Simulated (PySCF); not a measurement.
CH7AlGeO. Atoms are numbered in the order given.

```xyz
11

Al     1.2578    -0.0034    -0.2536
Ge    -0.7084     0.0392     1.2591
H     -0.7352    -1.1838     2.2091
H     -0.7107     1.2892     2.1735
H     -2.0599     0.0414     0.5049
H      2.7665     0.0174     0.2112
O      1.0194    -0.0605    -1.9365
C     -0.0249    -0.0956    -2.8642
H      0.0372    -1.0096    -3.4818
H     -1.0237    -0.0782    -2.3861
H      0.0365     0.7701    -3.5479
```

The structure is a stationary point at B3LYP-D3(BJ)/def2-SVP. The structure was generated by enumeration; whether it is a known compound was not checked. The values are those of a single conformer.

Computed with B3LYP-D3(BJ)/def2-SVP run with PySCF 2.14.0.

Frequencies are harmonic and unscaled.

A small imaginary wavenumber (i) marks a very flat motion, where grid noise or a shallow saddle decides the sign.

Computed vibrational spectrum:
```
mode  ν (cm⁻¹)  IR (km/mol)  Raman (Å⁴/amu)  depolarisation  moving atoms (share of kinetic energy)
----  --------  -----------  --------------  --------------  --------------------------------------
1           5i          0.0             0.2            0.75                                  H 95 %
2           73          3.1             1.4            0.61        C 44 %, H 24 %, Ge 18 %, Al 11 %
3           94          0.1             0.2            0.75                                  H 98 %
4          154         14.1             1.1            0.75          O 58 %, H 21 %, Al 12 %, C 8 %
5          199         12.1             0.3            0.64                 O 56 %, H 19 %, Al 12 %
6          307          6.3            18.8            0.17                Al 50 %, Ge 24 %, H 21 %
7          340         47.8             3.5            0.75                                  H 97 %
8          421         26.0             7.8            0.48                         H 72 %, Al 17 %
9          478         42.9             1.0            0.75                         H 79 %, Al 17 %
10         648        154.7            11.3            0.74                           H 84 %, C 8 %
11         724        223.0            10.9            0.16         Al 45 %, O 19 %, H 19 %, C 17 %
12         805         93.8            13.0            0.63                                  H 94 %
13         890         35.6            27.3            0.75                                  H 99 %
14         891         34.5            31.0            0.75                                  H 99 %
15        1178         58.0             5.2            0.71                  H 62 %, C 24 %, O 14 %
16        1187          0.5             1.4            0.75                          H 76 %, C 19 %
17        1233        246.4             6.5            0.23                  O 51 %, C 30 %, H 16 %
18        1473          0.7            16.9            0.75                                  H 97 %
19        1477          1.6            29.0            0.64                                  H 95 %
20        1483         20.6            13.4            0.73                           H 90 %, C 9 %
21        1951        216.1           227.8            0.25                                  H 96 %
22        2090         80.5           304.3            0.02                                  H 99 %
23        2094        123.6           164.2            0.73                                  H 98 %
24        2099        135.3           134.9            0.63                                  H 98 %
25        2978         85.0           144.6            0.02                                  H 97 %
26        3050         54.3            98.1            0.41                           H 91 %, C 9 %
27        3065         37.6           137.0            0.75                          H 90 %, C 10 %
```
